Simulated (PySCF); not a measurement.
# Hf⁶⁴⁺: ionisation energy

Hf⁶⁴⁺ [He] 2s2 2p4 [2p1/2^2 2p3/2^2, M_J = 2] → Hf⁶⁵⁺ [He] 2s2 2p3 [2p1/2^2 2p3/2^1, M_J = 3/2], as a difference of total energies. Calculation: PySCF 2.14, in an uncontracted even-tempered set (17 s from 48 bohr⁻², ratio 2.4; 13 p from 62 bohr⁻², ratio 2.4; 5 d from 210 bohr⁻², ratio 2.6; 4 f from 320 bohr⁻², ratio 2.6); the two-component X2C-1e Hamiltonian. Correlated levels: nothing frozen; the 30 highest virtual spinors dropped. "Screened" scales the spin-orbit matrix elements by Boettger's factors to mimic the two-electron term; Breit and QED terms are absent.

```
                    method  ionisation energy (eV)
           GHF (spin-free)                 15687.5
          GMP2 (spin-free)                 15689.3
 GHF (screened spin-orbit)                 15365.2
GMP2 (screened spin-orbit)                 15365.4
```

For this ion Breit and QED terms and the two-electron picture change, all absent here, outweigh the correlation shift from GHF to GMP2.

The spin-free rows relax to the high-spin LS determinant and lack the spin-orbit shift.

The labels give the starting determinants; with spin-orbit coupling the two ends relaxed to ⟨J²⟩ = 6.00, ⟨L²⟩ = 3.29, ⟨S²⟩ = 1.38 and ⟨J²⟩ = 3.75, ⟨L²⟩ = 2.60, ⟨S²⟩ = 1.46.

For comparison: 15351 ± 24 eV (theoretical estimate listed by NIST; NIST Atomic Spectra Database, ionization energies).
